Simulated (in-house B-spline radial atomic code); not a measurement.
A calculation on Br II (Br+): its settings, and results tabulated from the run. All numbers are computed (scalar-relativistic (X2C) BHandHLYP, spin-polarised, spherical fractional occupations; Fermi nucleus of rms radius 4.1629 fm) with a radial B-spline atomic code at the basis-set limit, not measured.

Command:
```bash
python run_scf.py task.json out
```
Settings (nuclear radius in fm, mass in u):
```
Z                35
configuration    [Ar] 3d10 4s2 4p4
hamiltonian      x2c
method           bhandhlyp
spin_polarised   True
nucleus          fermi
rms_radius       4.1629
atomic_mass      78.91834
speed_of_light   137.035999084
```

Output (hartree, bohr):
```
 radial grid: 82 intervals, B-splines of order 8, outer radius 60 bohr

 iter        energy (Eh)    residual
    1       -2604.764997    4.10e-01
    2       -2605.462736    1.15e-01
    3       -2605.781857    1.65e-02
    4       -2605.787097    6.22e-03
    5       -2605.787725    1.00e-03
    6       -2605.787758    4.79e-04
    7       -2605.787763    1.22e-04
    8       -2605.787764    2.16e-05
    9       -2605.787764    1.54e-06
   10       -2605.787764    1.34e-07

 total energy                     -2605.78776
 kinetic                            2671.8256
 electron-nucleus                  -6280.4434
 Hartree                            1095.3692
 exact exchange                      -45.3571
 exchange-correlation                -47.1821

 orbital      occ     eigenvalue          <r>       <r^2>       <1/r>       r_max
 1s up      1.000      -494.0417    0.0423204  0.00242368     36.4992     0.02743
 1s down    1.000      -494.0337    0.0423199  0.00242362     36.4995     0.02743
 2s up      1.000       -65.8053     0.188933   0.0421623      8.0543       0.159
 2s down    1.000       -65.8008     0.188926    0.042158     8.05435       0.159
 2p up      3.000       -58.0119      0.16527   0.0334491     7.74337      0.1273
 2p down    3.000       -58.0031     0.165282   0.0334534     7.74279      0.1273
 3s up      1.000        -9.9030     0.549793    0.347645     2.62323      0.4835
 3s down    1.000        -9.8901     0.549824    0.347579     2.62215      0.4837
 3p up      3.000        -7.3978     0.562788    0.370855     2.44787      0.4811
 3p down    3.000        -7.3810      0.56305    0.371087     2.44598      0.4815
 3d up      5.000        -3.2408     0.588732    0.428815      2.1529      0.4322
 3d down    5.000        -3.2297     0.586745    0.424931     2.15675      0.4322
 4s up      1.000        -1.3340      1.64107     3.06759    0.804935       1.412
 4s down    1.000        -1.1978      1.64621     3.09796    0.805704       1.404
 4p up      3.000        -0.7791      1.94319     4.35498    0.670819       1.619
 4p down    1.000        -0.5718         2.05     4.90624    0.639561       1.652

 Slater integrals (Eh)
   F0(4s up,4s up)               0.549290
   F0(4s up,4s down)             0.548566
   F0(4s up,4p up)               0.501327
   G1(4s up,4p up)               0.333785
   F0(4s up,4p down)             0.486557
   F0(4s down,4s down)           0.547846
   F0(4s down,4p up)             0.500681
   F0(4s down,4p down)           0.485947
   G1(4s down,4p down)           0.315597
   F0(4p up,4p up)               0.464820
   F2(4p up,4p up)               0.243976
   F0(4p up,4p down)             0.452834
   F2(4p up,4p down)             0.235626
   F0(4p down,4p down)           0.441626
   F2(4p down,4p down)           0.228342
```


Caution: exact exchange at fractional occupations of open shells leaves self-interaction of up to several eV.

One-electron X2C: radii and densities carry no picture-change correction, so inner-shell <1/r> comes out high (for 1s by about 2 % at Z = 33, 5 % at 54, 10 % at 75, 30 % at 118) and <r> low.
